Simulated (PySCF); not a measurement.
Coordinates in bohr (charge 0 multiplicity 5):
```
Pt    0.2154    0.0000   -0.0874
N    -3.2223    0.0000    1.1585
H     3.0934    0.0000    0.8030
```

These are results of UPBE0 in PySCF with Pt def2-TZVP with ECP60, N def2-TZVP, H def2-TZVP; scalar-relativistic core potentials, no spin–orbit coupling; density-fitted integrals, not measurements.

This geometry of HPtN is a stationary point at this level.

Task: What is the point group?

Result: Cs.

Task: Is it a minimum?

Result: Yes: all harmonic wavenumbers are real.

Task: List the harmonic modes with their infrared intensities.

Result: 
```
symmetry  ω (cm⁻¹)  IR (km/mol)     type
      a'       401         36.8     bend
      a'       520          4.4  stretch
      a'      2074         26.2  stretch
```

Task: Give the ideal-gas entropy at 298.15 K and 1 bar by parts.

Result: translation 175.5, rotation 80.8, vibration 6.6, spin 13.4; total 276.3 J/(mol K).

Task: What is the atomisation energy, with and without zero-point energy?

Result: 436 kJ/mol without, 418 kJ/mol with.

Other isomers or separated fragments may lie lower. With open d or f shells other occupations or spin states may lie lower. At this level a triplet minimum of Cs symmetry lies 184 kJ/mol below this structure. Spin–orbit coupling, left out here, can matter for elements this heavy.
